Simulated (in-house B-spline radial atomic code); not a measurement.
A fraction x of an electron is removed from 6s in Ho, starting from [Xe] 4f11 6s2 and keeping the highest spin. All numbers are computed (scalar-relativistic (X2C) BP86, spin-polarised, spherical fractional occupations; Fermi nucleus of rms radius 5.2022 fm) with an all-electron radial atomic-structure program (B-spline basis), not measured.

| x | E(x) - E(0) (eV) | 6s down level (eV) |
| --- | --- | --- |
| 0 | 0.0000 | -3.890 |
| 0.04 | 0.1592 | -4.070 |
| 0.24 | 1.0644 | -4.984 |
| 0.35 | 1.6407 | -5.493 |
| 0.47 | 2.3332 | -6.050 |
| 0.5 | 2.5168 | -6.190 |
| 0.58 | 3.0270 | -6.563 |
| 0.69 | 3.7772 | -7.078 |
| 0.79 | 4.5085 | -7.548 |
| 0.9 | 5.3673 | -8.070 |
| 1 | 6.1985 | - |

The exact functional would give a straight line between the two integer points. Deviations E(x) - E(0) - x[E(1) - E(0)], in eV: -0.089 at x = 0.04, -0.423 at x = 0.24, -0.529 at x = 0.35, -0.58 at x = 0.47, -0.582 at x = 0.5, -0.568 at x = 0.58, -0.5 at x = 0.69, -0.388 at x = 0.79, -0.211 at x = 0.9.

The curve lies below the straight line by up to 0.582 eV (at x = 0.5): convex, the delocalisation error that favours fractional charges.

**Question.** How well does Slater's transition state (minus the level at half occupation) give the ionisation energy?

**Answer.** It gives 6.190 eV against 6.199 eV from the two total energies; NIST lists 6.02 eV, ground level to ground level.
